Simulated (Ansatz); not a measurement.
Species: GeCl₃, net charge 0, doublet state. It need not be the lowest isomer of its formula. 
Geometry from a B3LYP-D3(BJ)/def2-TZVP (Ansatz, a quantum-chemistry and plane-wave program) optimisation:
SMILES: [Ge]([Cl])([Cl])[Cl]
```xyz
4

Ge    -0.2080    -0.3291    -0.2549
Cl     1.9194    -0.7419    -0.0750
Cl    -0.4580     1.6203    -1.1853
Cl    -1.0700    -0.2589     1.7402
```
Charge 0, spin multiplicity 2.

Basis-set convergence of Hartree-Fock and CCSD correlation energies (hartree) with Ansatz. Correlated levels leave the core frozen unless marked. Open shells are spin-unrestricted. Spin-orbit coupling is left out. Frozen are the shells of the preceding noble gas and the d and f shells that filled before the atom's block. Non-relativistic.

| basis | functions | E(HF) | E(corr, CCSD) |
|---|---|---|---|
| def2-SVP | 86 | -3453.27444 | -0.50544 |
| def2-TZVPP | 174 | -3454.01787 | -0.70079 |
| def2-QZVPP | 299 | -3454.09790 | -0.76199 |

Extrapolating the two largest sets (X = 3 and 4) as X^-3: E(corr) = (64·(-0.76199) - 27·(-0.70079))/37 = -0.8066 Eh, an estimate of the basis-set limit. The largest set recovers 94.5 % of it, the smallest 62.7 %.
